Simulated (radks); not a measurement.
Values are calculated unless marked as measured or tabulated.
Trend from Co+ to Ir+: ionisation energy by Delta-SCF between NIST ground configurations, and size. Code: a radial shooting solver on a logarithmic mesh with Libxc functionals. Model: Dirac Kohn-Sham, LDA (Slater exchange, Perdew-Wang correlation), spin-unpolarised, spherical densities, point nucleus; open shells fill j = l - 1/2 first.

species      configuration  IE (eV)  NIST (eV)       kind  outermost  <r> outermost (bohr)  r at 0.001 e/bohr^3 (bohr)
Co+               [Ar] 3d8   19.580     17.084       exp.      3d5/2                  1.14                        3.43
Rh+               [Kr] 4d8   19.553     18.080  semi-emp.      4d5/2                  1.56                        3.75
Ir+      [Xe] 4f14 5d7 6s1   17.783       17.0  semi-emp.      6s1/2                  2.69                        4.09

Reference values: NIST Atomic Spectra Database (exp. = measured, semi-emp. = semi-empirical, theory = theoretical value adopted there). Spin polarisation and multiplet splitting are left out, so open shells lie too high by an amount that depends on their filling.

Beside tabulated values, note that spin-unpolarised runs miss the spin-polarisation part of the exchange energy of open shells.
